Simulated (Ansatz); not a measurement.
The cluster YCu4⁺. Charge 1, multiplicity 1. Geometry r2SCAN-D4/def2-SVP.

Cartesian coordinates in Å:
```
Y -1.1633 -0.3084 -1.1060
Cu 1.0889 0.8673 -0.6148
Cu 1.1350 -1.4897 -0.3423
Cu -0.3459 -0.6703 1.3221
Cu -0.7148 1.6011 0.7410
```

In the def2 sets Y takes a core potential, while STO-3G treats all electrons; there is no spin–orbit coupling. The restricted singlet is unstable towards broken spin symmetry in Hartree–Fock (as tested in another run); at HF/STO-3G, LDA (SPW92)/def2-TZVP, PBE-D4/def2-SVP, PBE0-D4/def2-SVP this wasn't settled. At HF/def2-TZVP the restricted singlet is unstable: a solution with broken spin symmetry lies lower. No other spin state of charge 1 was run. Another isomer (singlet) lies 0.20 eV lower at PBE0-D4/def2-TZVP; other spin states weren't run for this one.

Question: Estimate the orbital energies around the gap (eV) in Ansatz with HF/STO-3G, HF/def2-TZVP, LDA (SPW92)/def2-TZVP, PBE-D4/def2-SVP, PBE0-D4/def2-SVP.

Answer: 
| orbital | HF/STO-3G | HF/def2-TZVP | LDA (SPW92)/def2-TZVP | PBE-D4/def2-SVP | PBE0-D4/def2-SVP |
| --- | --- | --- | --- | --- | --- |
| HOMO−5 | -16.22 | -16.57 | -10.16 | -9.55 | -11.14 |
| HOMO−4 | -15.17 | -16.56 | -10.04 | -9.43 | -11.01 |
| HOMO−3 | -11.76 | -16.35 | -10.03 | -9.42 | -11.01 |
| HOMO−2 | -11.59 | -13.53 | -9.81 | -9.21 | -10.78 |
| HOMO−1 | -10.28 | -10.04 | -9.06 | -8.52 | -9.06 |
| HOMO | -9.54 | -9.52 | -8.60 | -8.07 | -8.54 |
| LUMO | -4.08 | -4.40 | -8.07 | -7.60 | -6.78 |
| LUMO+1 | -3.63 | -3.05 | -7.57 | -7.08 | -6.12 |
| LUMO+2 | -3.07 | -2.92 | -7.40 | -6.90 | -5.94 |
| LUMO+3 | -2.04 | -2.89 | -7.00 | -6.56 | -5.64 |
| LUMO+4 | -1.30 | -2.77 | -6.71 | -6.29 | -5.42 |
| LUMO+5 | -1.11 | -2.67 | -6.54 | -6.14 | -5.31 |
